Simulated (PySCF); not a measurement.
C3H12BPSi.
Bonds: C1–C2, C2–C3, C2–B4, B4–P5, P5–Si6. Hydrogens: H7, H8, H9 on C1; H10 on C2; H11, H12, H13 on C3; H14 on B4; H15 on P5; H16, H17, H18 on Si6.

The calculation used PySCF, TDDFT wB97X-D/def2-SVPD, vertical, gas phase, core orbitals frozen in the response. One conformer (not necessarily the lowest) at the PBE0-D3(BJ)/def2-SVP geometry, without solvent, vibrations or thermal averaging. Torsions of this conformer, `[CH3:1][CH:2]([CH3:3])[BH:4][PH:5][SiH3:6]`: C1–C2–B4–P5 129°, C2–B4–P5–Si6 48°.

Each state is given a Gaussian of 0.3 eV full width at half maximum, with ε(max) = 2.175×10⁸ f / Δν̃ (Δν̃ the width in cm⁻¹). The width is an assumption, not a result. The curve ends short of the highest state used, and states not computed would add to its high-energy end.

E (eV), ε (L mol⁻¹ cm⁻¹) and a bar:
```
     4.50         15 
     4.56         72 
     4.62        268 #
     4.68        799 ###
     4.75       2160 ########
     4.81       3986 ##############
     4.87       5891 #####################
     4.94       7021 #########################
     5.00       6418 #######################
     5.06       4700 #################
     5.13       2468 #########
     5.19       1118 ####
     5.25        406 #
     5.31        120 
     5.38         32 
     5.44         41 
     5.50        104 
     5.57        292 #
     5.63        656 ##
     5.69       1393 #####
     5.75       2715 ##########
     5.82       4958 ##################
     5.88       6837 #########################
     5.94       7699 ############################
     6.01       6763 #########################
     6.07       4821 #################
     6.13       2896 ##########
     6.20       1648 ######
     6.26       1561 ######
     6.32       2021 #######
     6.38       2565 #########
     6.45       3000 ###########
     6.51       3444 ############
     6.57       4405 ################
     6.64       6215 #######################
     6.70       7656 ############################
     6.76       8262 ##############################
     6.82       7980 #############################
     6.89       7163 ##########################
     6.95       6378 #######################
     7.01       5410 ####################
     7.08       4031 ###############
     7.14       3000 ###########
     7.20       2503 #########
```

Task: Locate the maxima and give the states behind the curve.

Result: 251 nm (4.95 eV), ε about 7000, made up of S1 (100%); 209 nm (5.94 eV), ε about 7700, made up of S3 (99%); 183 nm (6.77 eV), ε about 8300, made up of S5 (84%) and S6 (15%) (ε in L mol⁻¹ cm⁻¹; maxima over ε = 5, shares over 10%). The states used: S1 4.95 eV (f 0.078); S2 5.72 eV (f 0.0044); S3 5.95 eV (f 0.085); S4 6.41 eV (f 0.028); S5 6.73 eV (f 0.080); S6 6.97 eV (f 0.052); S7 7.24 eV (f 0.011); S8 7.46 eV (f 0.053); S9 7.67 eV (f 0.0028); S10 7.80 eV (f 0.0092).

Task: Coming from long wavelengths, where does ε first pass 100 L mol⁻¹ cm⁻¹?

Result: At about 271 nm (4.58 eV), 0.37 eV below S1.

Task: On this curve, what absorbance would a 10⁻⁵ mol/L sample give at 254 nm over a 1 cm path?

Result: 254 nm is 4.881 eV, where ε is about 6200 L mol⁻¹ cm⁻¹, so A = ε c l ≈ 0.062 (Beer–Lambert, with the gas-phase spectrum and the assumed width).

Task: What would ε be at 6.77 eV, the highest of these maxima, with half the width (0.15 eV)?

Result: About 12200 L mol⁻¹ cm⁻¹ against 8270, a factor of about 1.5; a lone state at its own centre would give exactly 2.

The vertical ionisation energy (ΔSCF) is 9.12 eV, 1.31 eV above S10.
